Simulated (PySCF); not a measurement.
Identify the unknown among the candidates.

All candidates are C8H10O2S.

- NMR, other nuclei: isotropic shieldings of nuclei other than C and H, by class: 122 (2 O), 196 (1 S) ppm [GIAO PBE0/pcSseg-1]
- Rotational structure: rotational constants A, B, C: 2.262, 0.619, 0.575 GHz [GFN2-xTB]
- Dipole: 4.71 D [PBE0/pcSseg-1]
- 13C NMR: chemical shifts (computed TMS as zero) by class: 137.0 (2 C), 135.6 (1 C), 134.6 (1 C), 134.6 (2 C), 69.5 (1 C), 44.2 (1 C) ppm [GIAO PBE0/pcSseg-1]
- 1H NMR: chemical shifts (computed TMS as zero) by class: 7.80 (2 H), 7.74 (2 H), 7.72 (1 H), 4.04 (2 H), 2.03 (3 H) ppm [GIAO PBE0/pcSseg-1]

Gas-phase values; electronic properties from PySCF, density fitting. Levels stand in brackets. The structure is a single GFN2-xTB conformer in the gas phase; no vibrational or solvent corrections. Each NMR value is the plain mean over a class of atoms that symmetry, rotation or inversion makes alike.

Question: Which candidate is it?
A. `CCS(=O)(=O)c1ccccc1`
B. `O=S1(=O)C=CC(C2CCC2)=C1`
C. `CS(=O)(=O)Cc1ccccc1`
D. `CS(=O)(=O)C1=CCC=CC=C1`

Answer: C. It is `CS(=O)(=O)Cc1ccccc1`. Numbering: `[CH3:1][S:2](=[O:3])(=[O:4])[CH2:5][c:6]1[cH:7][cH:8][cH:9][cH:10][cH:11]1`. 8 carbons fall into 6 classes; from least to most shielded: aromatic CH carbon [C7/C11] (137.0 ppm, 2 C, up to 3.0 ppm apart in this geometry), substituted aromatic carbon [C6] (135.6 ppm), aromatic CH carbon [C9] (134.6 ppm), aromatic CH carbon [C8/C10] (134.6 ppm, 2 C), chain sp3 carbon bound to sulfur [C5] (69.5 ppm), S-methyl carbon [C1] (44.2 ppm). Hydrogen classes from least to most shielded: 2 H on the ortho carbons, C7/C11 (7.80 ppm, a mean of values up to 0.7 ppm apart in this geometry), 2 H on the meta carbons, C8/C10 (7.74 ppm), 1 H on the para carbon, C9 (7.72 ppm), 2 H on an sp3 carbon bound to sulfur, C5 (4.04 ppm), 3 H on an S-methyl carbon, C1 (2.03 ppm, a mean of values up to 0.7 ppm apart in this geometry). The other shieldings belong to: 122 ppm, sulfonyl oxygen [O3/O4]; 196 ppm, sulfonyl sulfur [S2]. The optimised geometry has point group C1 and is an asymmetric top.

The others, at the same levels:
- `O=S1(=O)C=CC(C2CCC2)=C1` fails: it has 7 carbon classes against 6; its computed 13C shifts are 154.9 (1 C), 144.4 (1 C), 134.6 (1 C), 132.7 (1 C), 35.9 (1 C), 27.2 (2 C), 17.3 (1 C) ppm, 1H shifts are 6.68 (1 H), 6.37 (1 H), 6.12 (1 H), 3.24 (1 H), 2.36 (2 H), 2.14 (1 H), 2.08 (2 H), 1.94 (1 H) ppm and rotational constant A is 2.580 GHz (against 2.262 GHz).
- `CS(=O)(=O)C1=CCC=CC=C1` fails: it has 8 carbon classes against 6; its computed 13C shifts are 146.3 (1 C), 140.1 (1 C), 133.7 (1 C), 131.9 (1 C), 127.7 (1 C), 124.7 (1 C), 49.7 (1 C), 30.9 (1 C) ppm, 1H shifts are 7.60 (1 H), 7.29 (1 H), 6.68 (1 H), 6.14 (1 H), 5.54 (1 H), 2.34 (3 H), 2.33 (2 H) ppm and rotational constant A is 1.950 GHz (against 2.262 GHz).
- `CCS(=O)(=O)c1ccccc1` fails: its computed 13C shifts are 150.6 (1 C), 138.7 (1 C), 134.5 (2 C), 133.2 (2 C), 60.7 (1 C), 6.2 (1 C) ppm, 1H shifts are 8.14 (2 H), 7.89 (1 H), 7.85 (2 H), 2.50 (2 H), 1.66 (3 H) ppm and dipole moment is 4.96 D (against 4.71 D).

Each candidate is one conformer, not necessarily the lowest. Dipoles, sizes and rotational constants follow the conformer. The torsions of the flexible species, by atom-mapped SMILES:
- `[CH3:1][S:2](=[O:3])(=[O:4])[CH2:5][c:6]1[cH:7][cH:8][cH:9][cH:10][cH:11]1`: C1–S2–C5–C6 53°, S2–C5–C6–C7 -106°
- `[O:1]=[S:2]1(=[O:3])[CH:4]=[CH:5][C:6]([CH:7]2[CH2:8][CH2:9][CH2:10]2)=[CH:11]1`: C5–C6–C7–C8 -158°
- `[CH3:1][S:2](=[O:3])(=[O:4])[C:5]1=[CH:6][CH2:7][CH:8]=[CH:9][CH:10]=[CH:11]1`: C1–S2–C5–C6 108°
- `[CH3:1][CH2:2][S:3](=[O:4])(=[O:5])[c:6]1[cH:7][cH:8][cH:9][cH:10][cH:11]1`: C1–C2–S3–O4 65°, C2–S3–C6–C7 89°
